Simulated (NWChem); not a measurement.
System: BCl cation, doublet

Excerpt of the output:

```
             Northwest Computational Chemistry Package (NWChem) 7.3.0
             --------------------------------------------------------

                             Geometry "geometry" -> ""
                             -------------------------

 Output coordinates in angstroms (scale by  1.889725989 to convert to a.u.)

  No.       Tag          Charge          X              Y              Z
 ---- ---------------- ---------- -------------- -------------- --------------
    1 B                    5.0000     0.00000000     0.00000000    -1.21335900
    2 Cl                  17.0000     0.00000000     0.00000000     0.39030900

 Effective nuclear repulsion energy (a.u.)      28.0482407612

  pbe96 is a nonlocal functional; adding pw91lda local functional.
                              NWChem Property Module
                              ----------------------

  itol2e modified to match energy
  convergence criterion.

                                 NWChem DFT Module
                                 -----------------

 Summary of "ao basis" -> "ao basis" (spherical)
 ------------------------------------------------------------------------------
       Tag                 Description            Shells   Functions and Types
 ---------------- ------------------------------  ------  ---------------------
 B                          iglo-ii                 10       22   5s4p1d
 Cl                         iglo-ii                 15       35   7s6p2d

  itol2e modified to match energy
  convergence criterion.

            General Information
            -------------------
          SCF calculation type: DFT
          Wavefunction type:  spin polarized.
          No. of atoms     :     2
          No. of electrons :    21
           Alpha electrons :    11
            Beta electrons :    10
          Charge           :     1
          Spin multiplicity:     2
          Use of symmetry is: off; symmetry adaption is: off
          Maximum number of iterations: 150
          AO basis - number of functions:    57
                     number of shells:    25
          Convergence on energy requested:  1.00D-07
          Convergence on density requested:  1.00D-05
          Convergence on gradient requested:  5.00D-04

              XC Information
              --------------
          PerdewBurkeErnzerhof Exchange Functional  1.000
            Perdew 1991 LDA Correlation Functional  1.000 local
           PerdewBurkeErnz. Correlation Functional  1.000 non-local

[...]

          ----------------------
          Hyperfine Interactions
          ----------------------

 Total Spin Density (Fermi Contact Term)
 ------------------ --------------------
     Atom            x         y         z       Density (a.u.)      Aiso(MHz)     Aiso(Gauss)
     1  11-B      0.00000   0.00000  -2.29292       0.969130       1390.087084     496.016801
     2  35-Cl     0.00000   0.00000   0.73758       0.055232         24.217193       8.641282

           -------------------------------------------
           Anisotropic Interaction (Spin-Dipolar Term)
           -------------------------------------------

 ------------------------------------------------------------
     Atom            x         y         z
 ------------------------------------------------------------
     1  11-B      0.00000   0.00000  -2.29292

   Spin-Dipolar term (a.u.)
        xx             yy             zz             xy             xz             yz
 ------------------------------------------------------------------------------------------
      -0.149967      -0.149967       0.299933       0.000000       0.000000       0.000000

   Principal Comp. of -hf- tensor (au)            Anisotropic -hfcc- (MHz)               Anisotropic -hfcc- (Gauss)
 --------------------------------------------------------------------------------------------------------------------------
     -0.149967    -0.149967     0.299933     -25.676503   -25.676504    51.353007      -9.161999    -9.162000    18.323999

   Orientation of the principal axis of Hyperfine Tensor w.r.t absolute (molecular) frame
 --------------------------------------------------------------------------------------------------------------------------
      0.726992    -0.686646     0.000000
      0.686646     0.726992     0.000000
     -0.000000     0.000000     1.000000

 ------------------------------------------------------------
     Atom            x         y         z
 ------------------------------------------------------------
     2  35-Cl     0.00000   0.00000   0.73758

   Spin-Dipolar term (a.u.)
        xx             yy             zz             xy             xz             yz
 ------------------------------------------------------------------------------------------
      -0.527408      -0.527408       1.054817      -0.000000      -0.000000       0.000000

   Principal Comp. of -hf- tensor (au)            Anisotropic -hfcc- (MHz)               Anisotropic -hfcc- (Gauss)
 --------------------------------------------------------------------------------------------------------------------------
     -0.527408    -0.527408     1.054817     -27.603310   -27.603308    55.206618      -9.849531    -9.849530    19.699061

   Orientation of the principal axis of Hyperfine Tensor w.r.t absolute (molecular) frame
 --------------------------------------------------------------------------------------------------------------------------
      0.714153    -0.699990    -0.000000
      0.699990     0.714153     0.000000
      0.000000    -0.000000     1.000000
```

Level: PBE/IGLO-II, spin-unrestricted, contact and dipolar terms. Geometry: optimised at PBE0/def2-SVP, spin-unrestricted. No stability test was run on the SCF state.

Question: Write an input that gives this output.

Answer: This is not unique; one that fits is the input that was run:
```
start job
memory heap 200 mb stack 900 mb global 1100 mb
charge 1
geometry units angstroms noautosym nocenter noautoz
  B      0.000000     0.000000    -1.213359
  Cl     0.000000     0.000000     0.390309
end
basis spherical
  B library iglo-ii
  Cl library iglo-ii
end
dft
  odft
  mult 2
  xc xpbe96 cpbe96
  iterations 150
end
property
  hyperfine
end
task dft property
```
